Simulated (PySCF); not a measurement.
## From a computed spectrum to the compound

A species of 13 atoms with charge 1 has these harmonic modes (PBE0, small Gaussian bases with core potentials, PySCF 2.14.0):

| cm⁻¹ | km/mol | symmetry |
| --- | --- | --- |
| 55 | 1.1 | a'' |
| 110 | 6.4 | a' |
| 118 | 0.6 | a' |
| 138 | 11.4 | a'' |
| 155 | 0.9 | a' |
| 178 | 0.6 | a'' |
| 232 | 6.3 | a'' |
| 305 | 0.3 | a' |
| 330 | 164.6 | a'' |
| 376 | 70.9 | a'' |
| 381 | 2.5 | a' |
| 431 | 1.0 | a'' |
| 520 | 5.6 | a' |
| 521 | 12.0 | a'' |
| 546 | 10.3 | a' |
| 594 | 24.0 | a'' |
| 605 | 158.9 | a' |
| 634 | 447.9 | a' |
| 673 | 36.6 | a' |
| 678 | 176.4 | a' |
| 679 | 168.3 | a'' |
| 1513 | 69.4 | a'' |
| 1516 | 70.5 | a' |
| 1522 | 19.0 | a' |
| 1622 | 117.2 | a' |
| 3534 | 160.5 | a' |
| 3537 | 156.7 | a'' |
| 3542 | 41.2 | a' |
| 3617 | 40.9 | a'' |
| 3622 | 52.7 | a'' |
| 3622 | 69.9 | a' |
| 3808 | 246.8 | a' |
| 3890 | 248.2 | a' |

(1) Which species is it, and in which structure?

Results:

(1) [Hf(NH2)3(H2O)]+ (singlet):
```xyz
13

Hf    0.0367   -0.0367    0.0511
N     1.0788    1.2870    1.1303
H     1.9731    1.7118    0.8810
H     0.8435    1.6115    2.0701
N    -1.2870   -1.0788    1.1303
H    -1.6115   -0.8435    2.0701
H    -1.7118   -1.9731    0.8810
N     1.1086   -1.1086   -1.2594
H     0.8853   -2.0469   -1.5965
H     2.0469   -0.8853   -1.5965
O    -1.1685    1.1685   -1.3976
H    -1.8400    1.8400   -1.2046
H    -1.0955    1.0955   -2.3609
```
Ideal gas at 298.15 K and 1 bar: S = 419.7 J/(mol K), Cp = 160.9 J/(mol K), H − H(0 K) = 30.5 kJ/mol (rigid rotor, harmonic modes, spin degeneracy alone; the modes under 60 cm⁻¹ make these uncertain). 
 Other answers can fit too; this one was computed.
